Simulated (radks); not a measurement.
Values are calculated unless marked as measured or tabulated.
Effect of the nuclear size on the technetium ion Tc+, [Kr] 4d5 5s1. Level of theory: Dirac Kohn-Sham, PBE, spin-unpolarised, spherical densities, finite nucleus; open shells are shared between the two j in proportion to 2j + 1; Fermi nuclear charge, rms radius 4.4112 fm (a radial shooting solver on a logarithmic mesh with Libxc functionals). The rms radius is varied about that value; shifts are against it.

rms radius (fm),total energy shift (eV),density at nucleus (e/bohr^3),1s1/2 shift (meV),2s1/2 shift (meV),3p1/2 shift (meV),4s1/2 shift (meV),4p1/2 shift (meV),5s1/2 shift (meV)
3.7672,-0.455,1.02e+05,-192,-20.7,0.280,-0.619,0.058,-0.061
4.1686,-0.179,1.008e+05,-75.5,-8.15,0.110,-0.243,0.023,-0.024
4.4112,0,1.002e+05,0.000,0.000,0.000,0.000,0.000,0.000
4.8082,0.312,9.919e+04,132,14.2,-0.192,0.424,-0.040,0.042
5.2361,0.675,9.824e+04,285,30.8,-0.414,0.918,-0.086,0.090

Slopes of the eigenvalues against <r^2> in GHz/fm^2, as finite differences over the two radii next to the reference (eigenvalue slopes, not the field-shift constants of lines): 1s1/2 8730, 2s1/2 942, 3p1/2 -12.7, 4s1/2 28.1, 4p1/2 -2.63, 5s1/2 2.75.
